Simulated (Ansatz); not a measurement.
`O[Si]1(F)CO1`, relaxed with RKS PBE0-D4/def2-TZVP in the Gaussian-basis code of Ansatz from a PBE-D4/def2-SVP geometry. The force threshold is 0.005 eV/Å; the program also tests the step.

Total charge 0; spin multiplicity 1.

Start:

```xyz
8

O     0.347   -1.101   -1.610
Si    0.322   -0.589   -0.040
F     1.340   -1.587    0.725
C    -0.151    1.011    0.660
O    -1.117   -0.187    0.700
H    -0.358   -0.729   -2.170
H    -0.550    1.854    0.062
H     0.165    1.329    1.672
```

(1) By how much does the energy fall, and how many steps does the optimiser take? (Best estimate.)

(2) Which bonds change most? (Best estimate.)

(3) Give the relaxed structure. (Best estimate.)

## Answers

(1) Computed: 10.96 kJ/mol, in 7 steps.

(2) Computed: Si2–O5 from 1.667 to 1.624 Å; Si2–F3 from 1.618 to 1.574 Å; O1–Si2 from 1.651 to 1.615 Å; Si2–C4 from 1.809 to 1.783 Å.

(3) Computed: 
```xyz
8

O     0.331   -1.071   -1.571
Si    0.308   -0.590   -0.029
F     1.308   -1.556    0.710
C    -0.135    0.999    0.646
O    -1.089   -0.196    0.700
H    -0.340   -0.712   -2.154
H    -0.547    1.813    0.054
H     0.164    1.314    1.643
```
